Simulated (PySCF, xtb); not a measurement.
BF₂, SMILES F[B-]F (connectivity only; charge and spin as stated), charge -1, multiplicity 1.

Harmonic wavenumbers (cm⁻¹) from GFN2-xTB in xtb at its own minimum, in rising order: 411, 533, 920.

What does PBE0-D3(BJ)/def2-TZVPD (PySCF 2.14.0) give at its own minimum? (An estimate is asked for; the answer gives what the named calculation found.)

528, 979, 1008. Paired by order, the mean absolute difference is 217 cm⁻¹ and the zero-point energies are 2.7 and 3.6 kcal/mol.
